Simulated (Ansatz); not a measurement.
Calculated with Ansatz (gas phase, PBE0-D4/def2-TZVP geometries, no zero-point term in ΔE). CCSD(T)/CBS adds triple-zeta CCSD(T) − MP2 to the extrapolated MP2 energy (def2 sets, frozen cores). This one scheme is used for every species. DFT in def2-TZVPP. HSE06 is defined as in plane-wave codes. For Br, Mg outer-core shells are correlated without core-valence functions, which leaves a few kJ/mol of doubt a bond. Scalar relativity is left out up to krypton.

Reaction (ligand exchange at a Mg–N bond): `[MgH][N]([SiH3])[SiH3]` + HBr → `[MgH][Br]` + `[SiH3]N[SiH3]`

CCSD(T)/CBS gives -109.5 kJ/mol.

Task: Another level gave -146.3 kJ/mol. Which?
A. HSE06/def2-TZVPP
B. revPBE-D4/def2-TZVPP
C. HF/def2-TZVPP
D. HSE06-D4/def2-TZVPP

Result: C. HF/def2-TZVPP -146.3, HSE06 -122.8, HSE06-D4 -118.4, revPBE-D4 -105.5 kJ/mol.

Largest T1 diagnostic among the species: 0.011.

From PBE to PBE0 (25 % exact exchange), in def2-TZVPP and without D4, ΔE moves by −7.6 kJ/mol. Leaving LDA and LC-ωPBE aside and taking each functional with its dispersion term where it has one, the values, not all of them listed here, spread over 19.5 kJ/mol, from BHLYP-D4 to revPBE-D4. LDA lies +5.8 kJ/mol from PBE without D4.
